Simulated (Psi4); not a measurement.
Input for Psi4:
```
memory 2 GB

molecule mol {
0 1
  C     1.394125   -1.534701   -0.233123
  Si   -0.022803   -0.299233    0.052260
  C    -1.598224   -1.143546    0.700870
  Cl    0.580086    1.101449    1.397209
  Cl   -0.787222    1.388947   -3.103807
  H     1.116935   -2.290885   -0.961479
  H     2.285294   -1.034511   -0.603397
  H     1.663628   -2.044661    0.686909
  H    -2.396331   -0.422537    0.857866
  H    -1.963340   -1.888237   -0.000041
  H    -1.416647   -1.642013    1.648346
}

set basis 6-31g
set reference uhf
set stability_analysis follow
set scf_type pk

energy('scf')
print_variables()
```

### Question
What does this run give for the <S^2>, dipole moment, total energy, number of basis functions, nuclear repulsion energy?

### Answer

| Item | Value |
|---|---|
| <S^2> | 0.876 |
| dipole moment | 3.27 D |
| total energy | -1287.0153 Eh |
| number of basis functions | 69 |
| nuclear repulsion energy | 307.9231 Eh |
